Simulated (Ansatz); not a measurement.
diisopropyl selenide (C₆H₁₄Se), singlet, at a GFN2-xTB geometry; Ansatz (a program for electronic structure) with PBE/STO-3G.

The Ansatz input:
Ansatz 0.2 input:
```yaml
crystal:
  periodic: [false, false, false]
  atoms:
    - {symbol: C, position_ang: [1.86446653, 1.29407804, 0.80317924]}
    - {symbol: C, position_ang: [1.50690558, -0.17259937, 0.65139770]}
    - {symbol: C, position_ang: [2.68489215, -0.99790827, 0.16360737]}
    - {symbol: Se, position_ang: [-0.00341687, -0.41315183, -0.64432887]}
    - {symbol: C, position_ang: [-1.48670476, 0.35052891, 0.47190419]}
    - {symbol: C, position_ang: [-1.91146264, 1.70546761, -0.06583612]}
    - {symbol: C, position_ang: [-2.64416304, -0.63203627, 0.51247011]}
    - {symbol: H, position_ang: [2.19116429, 1.70310963, -0.15088233]}
    - {symbol: H, position_ang: [2.67491464, 1.40507664, 1.52279648]}
    - {symbol: H, position_ang: [1.01422512, 1.87378939, 1.15742322]}
    - {symbol: H, position_ang: [1.13115908, -0.57491929, 1.59824306]}
    - {symbol: H, position_ang: [2.40312917, -2.04381665, 0.05518323]}
    - {symbol: H, position_ang: [3.50766455, -0.92945013, 0.87370971]}
    - {symbol: H, position_ang: [3.02915302, -0.63217163, -0.80266792]}
    - {symbol: H, position_ang: [-1.04753119, 0.45505650, 1.46887565]}
    - {symbol: H, position_ang: [-1.06670254, 2.38915777, -0.11779913]}
    - {symbol: H, position_ang: [-2.32805585, 1.59998211, -1.06575793]}
    - {symbol: H, position_ang: [-2.67131268, 2.14223315, 0.58145157]}
    - {symbol: H, position_ang: [-2.31920383, -1.59481014, 0.90161164]}
    - {symbol: H, position_ang: [-3.04810621, -0.78347580, -0.48724072]}
    - {symbol: H, position_ang: [-3.43792651, -0.24778338, 1.15189977]}
basis:
  gaussian:
    orbitals: STO-3G
hamiltonian:
  xc: pbe
```

The log (banner, timings and long lists left out):

```
Functional definition: PBE
811 factors; integrals over basis functions are off by at most 4.4e-5 eV
mean field evaluation 1: about -70977.4998 eV, gradient 9.7e0 eV
mean field evaluation 2: about -70977.0841 eV, gradient 1.5e1 eV
mean field evaluation 4: about -70977.7808 eV, gradient 3.2e-1 eV
mean field evaluation 8: about -70977.5752 eV, gradient 4.7e-3 eV
mean field -70977.57524489 eV, -2608.3777799213 hartree, gradient 4.0e-5 eV, S^2 0.000000; 0 other end points of the search recorded, 0 dependent functions left out
reference -70977.57527816 eV, -2608.3777811439 hartree; 42, 42 occupied and 20, 20 virtual orbitals, 811 factors
Total energy: -70977.57527816 eV, -2608.3777811439 hartree
```
